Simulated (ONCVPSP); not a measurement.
**What one change does to a pseudopotential (Bi, ONCV)**

bismuth (Bi), optimised norm-conserving Vanderbilt (ONCV), made with ONCVPSP 4.0.1 (PBE, scalar-relativistic). Core [Kr] 4d10 4f14, reference 5s2 5p6 5d10 6s2 6p3. Waves: 5s+6s: rc 1.25 bohr, ncon 4, nbas 7, qcut 9.6 1/bohr, 2 projectors; 5p+6p: rc 1.40 bohr, ncon 4, nbas 7, qcut 7.9 1/bohr, 2 projectors; 5d: rc 1.90 bohr, ncon 3, nbas 7, qcut 6.8 1/bohr, 2 projectors, debl 2.2 Ha. Local part: polynomial inside 1.10 bohr (lpopt 5, dvloc0 0 Ha). Core correction: Teter function, fcfact 2.75, rcfact 1.

All-electron outer shells of the reference configuration (PBE, scalar-relativistic, ld1.x):

```csv
shell,level (eV),outermost node (bohr),outermost maximum (bohr)
4d,-430.06,0.19,0.38
5s,-157.79,0.44,0.77
4f,-152.59,–,0.34
5p,-95.86,0.48,0.86
5d,-27.08,0.51,1.03
6s,-14.48,0.98,1.88
6p,-4.57,1.14,2.44
```

Change: s: rc 1.72.

Cutoffs: the cutoffs (Ha) at which the residual kinetic energy of the hardest occupied pseudo-wave falls to 1 and 0.1 mHa per electron; they do not see the model core or the augmentation charge, which bear on the density cutoff. Errors are all-electron minus pseudo energies relative to the spin-unpolarised reference configuration.

**Question.** What does the change do?

**Answer.** The potential gets softer (38 Ha and 43 Ha → 27 Ha and 41 Ha); of the 4 tests that both files solve, the error grows in 1 and shrinks in 0 by more than 15 % and 0.3 meV (median size 7.3 → 7.9 meV); neither file shows a bound ghost. A larger radius leaves more room for a smooth pseudo-wave, so fewer plane waves are needed.

```csv
quantity,base,changed
"cutoff, loose",38 Ha,27 Ha
"cutoff, tight",43 Ha,41 Ha
loose cutoff by channel,"s 38 Ha, p 20 Ha, d 20 Ha","s 27 Ha, p 20 Ha, d 20 Ha"
bound ghosts,none,none
GHOST(+) flags under 300 eV,s at 290.2 eV,none
"error for 5s2 5p6 5d10 6s2 6p2, meV [ΔE 7.91 eV]",-3.4,-3.3
"error for 5s2 5p6 5d10 6s2 6p1, meV [ΔE 23.16 eV]",-11,-11
"error for 5s2 5p6 5d10 6s2 6p0, meV [ΔE 46.50 eV]",-26,-24
"error for 5s2 5p6 5d10 6s1 6p4, meV [ΔE 10.08 eV]",-2.4,-5.1
p: phases at 1.42 bohr within 0.05 rad from the reference energy up to (Ha; the scan ends near 5),to the end of the scan,to the end of the scan
d: phases at 1.93 bohr within 0.05 rad from the reference energy up to (Ha; the scan ends near 5),to the end of the scan,to the end of the scan
"rms error of d²Exc/dni dnj with the model core, mHa",3.05,2.89
```
